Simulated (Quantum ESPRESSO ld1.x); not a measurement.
Values are calculated unless marked as measured or tabulated.
Q: Coherent X-ray form factor from a spherical all-electron density. Code: ld1.x of Quantum ESPRESSO 7.5. Model: scalar-relativistic Kohn-Sham, PBEsol, spin-unpolarised, spherical densities, point nucleus.

sin(theta)/lambda (1/angstrom)  f0 (electrons)
0.05                                     4.938
0.1                                      4.759
0.15                                     4.486
0.2                                      4.148
0.25                                     3.779
0.3                                      3.407
0.4                                      2.742
0.5                                      2.244
0.6                                      1.911
0.8                                      1.560
1                                        1.380
1.25                                     1.196
1.5                                      1.013
2                                        0.686

The species is in the configuration that NIST lists as its ground one. Which atom or ion scatters so?

A: The oxygen ion O3+, [He] 2s2 2p1. Extrapolating in s^2 from the first two rows gives f0(0) = 5.0, near the electron count 5; among species with that count, the fall with angle is slower the higher Z, and the table is that of Z = 8; from so few rows the species is fixed only to a neighbour or two.
